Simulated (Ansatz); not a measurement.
`FB1N[SiH2]1` and `[F][Al]1[NH][SiH2]1` differ in one element.

Ansatz, PBE0-D4/def2-TZVP geometries, multiplicity 1. 

| property | `FB1N[SiH2]1` |
| --- | --- |
| HOMO energy (PBE0/def2-TZVPP) / eV | -7.38 |
| HOMO–LUMO gap (B3LYP/def2-TZVPP) / eV | 6.47 |
| LUMO energy (PBE0/def2-TZVPP) / eV | -0.49 |
| size of the dipole moment (PBE/def2-TZVPP) / D | 1.66 |
| HOMO–LUMO gap (PBE0/def2-TZVPP) / eV | 6.89 |
| zero-point energy (PBE0-D4/def2-TZVP) / kJ/mol | 103.0 |

**Question.** Give the same properties after the change, and the shifts. (Best estimate.)

**Answer.** Ansatz gave: 
```json
{"property": "HOMO energy (PBE0/def2-TZVPP) / eV", "`[F][Al]1[NH][SiH2]1`": "-6.92", "shift": "0.46"}
{"property": "HOMO–LUMO gap (B3LYP/def2-TZVPP) / eV", "`[F][Al]1[NH][SiH2]1`": "4.96", "shift": "-1.51"}
{"property": "LUMO energy (PBE0/def2-TZVPP) / eV", "`[F][Al]1[NH][SiH2]1`": "-1.56", "shift": "-1.07"}
{"property": "size of the dipole moment (PBE/def2-TZVPP) / D", "`[F][Al]1[NH][SiH2]1`": "1.07", "shift": "-0.59"}
{"property": "HOMO–LUMO gap (PBE0/def2-TZVPP) / eV", "`[F][Al]1[NH][SiH2]1`": "5.37", "shift": "-1.52"}
{"property": "zero-point energy (PBE0-D4/def2-TZVP) / kJ/mol", "`[F][Al]1[NH][SiH2]1`": "92.6", "shift": "-10.4"}
```

With PBE0 the HOMO rises by 0.46 eV and the LUMO falls by 1.07 eV, so the gap narrows by about 1.53 eV. PBE moves the HOMO by 0.30 eV and ωB97M-V by 0.59 eV. Dipoles are sizes alone; their direction can turn.

B3LYP here is the variant with VWN-RPA as its local correlation; programs differ in this.
